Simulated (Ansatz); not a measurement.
Cl$_{2}$Zn, charge -1, doublet, geometry from GFN2-xTB (such geometries of metal compounds can be far from the true shape) (a state made from the parent by changing its charge; the spin is typed, not shown lowest) (a gas-phase anion, which may not be bound at this level); BHLYP/def2-SVP run with Ansatz (a first-principles code).

Here is a job for Ansatz.
Ansatz 0.2 input:
```yaml
crystal:
  periodic: [false, false, false]
  atoms:
    - {symbol: Zn, position_ang: [0.18525488, 0.64949545, 0.36136434]}
    - {symbol: Cl, position_ang: [1.28436949, -0.23468644, -1.66930325]}
    - {symbol: Cl, position_ang: [-1.61128986, -0.91148200, 1.03160147]}
basis:
  gaussian:
    orbitals: def2-SVP
hamiltonian:
  xc: {name: BHLYP}
total_charge: -1
magnetization: {spin_polarized: true, initial_magnetization: 1}
accuracy: high
```

Q: Predict the main parts of the log of this Ansatz run.

A: 
```
Functional definition: BHLYP
1147 factors; integrals over basis functions are off by at most 7.1e-9 eV
mean field evaluation 1: about -73451.8660 eV, gradient 9.9e0 eV
mean field evaluation 2: about -73452.1006 eV, gradient 1.0e1 eV
mean field evaluation 4: about -73452.3910 eV, gradient 4.3e-1 eV
mean field evaluation 8: about -73452.6042 eV, gradient 2.6e-2 eV
mean field evaluation 16: about -73452.6042 eV, gradient 2.8e-5 eV
mean field -73452.60419960 eV, -2699.3334163720 hartree, gradient 2.1e-8 eV, S^2 0.753108; 0 other end points of the search recorded, 0 dependent functions left out
reference -73452.60422332 eV, -2699.3334172438 hartree; 33, 32 occupied and 34, 35 virtual orbitals, 1147 factors
Total energy: -73452.60422332 eV, -2699.3334172438 hartree
```
